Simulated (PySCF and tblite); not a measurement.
Values are calculated unless marked as measured or tabulated.
C₅H₄FNS, numbered as in [CH2:1]=[C:2]([F:3])[c:4]1[cH:5][n:6][cH:7][s:8]1.

Search: ETKDG and KDG, MMFF94s, GFN2-xTB, 60 starts; geometries at GFN2-xTB. Free energies are OLYP-D3(BJ)/pcSseg-1 (IEF-PCM, cyclohexane), level shift 0.2 single points with GFN2-xTB rigid-rotor and vibrational terms (modes under about 200 cm⁻¹ blended into free rotors). Symmetry numbers and mirror images are counted. Conformers within 2.5 kcal/mol (GFN2-xTB free energy) were kept, 4 at most. GIAO shieldings: OLYP/pcSseg-1 (IEF-PCM, cyclohexane), level shift 0.2. Shifts are against TMS (¹H), TMS (¹³C) at the same level. Codes: tblite and PySCF.

Torsions listed: F3–C2–C4–S8.

| conformer | shape | symmetry | E(GFN2) kcal/mol | E(DFT) kcal/mol |
| --- | --- | --- | --- | --- |
| 1 | 180° | Cs | 0.00 | 0.00 |
| 2 | 0° | Cs | 1.63 | 0.83 |

Problem. How much do the weights at 298.15 K and the averaged shift of C1 depend on how the conformers are weighted?

Solution. 
| weighting | 1 (%) | 2 (%) | δ (ppm) | rms dipole (D) |
| --- | --- | --- | --- | --- |
| DFT energy with thermal terms, symmetry and mirror images (full scheme) | 77 | 23 | 92.3 | 1.93 |
| DFT energy with symmetry and mirror images | 80 | 20 | 92.4 | 1.97 |
| bare DFT energy | 80 | 20 | 92.4 | 1.97 |
| GFN2-xTB energy with symmetry and mirror images | 94 | 6 | 93.0 | 2.13 |
| GFN2-xTB free energy | 93 | 7 | 92.9 | 2.12 |
| leading conformer alone | 100 | 0 | 93.2 | 2.19 |
| equal weights | 50 | 50 | 91.2 | 1.57 |
| full scheme, search stopped after three starts | 0 | 100 | 89.2 | 0.30 |

The largest departure from the full scheme, 3.0 ppm, comes with: full scheme, search stopped after three starts.
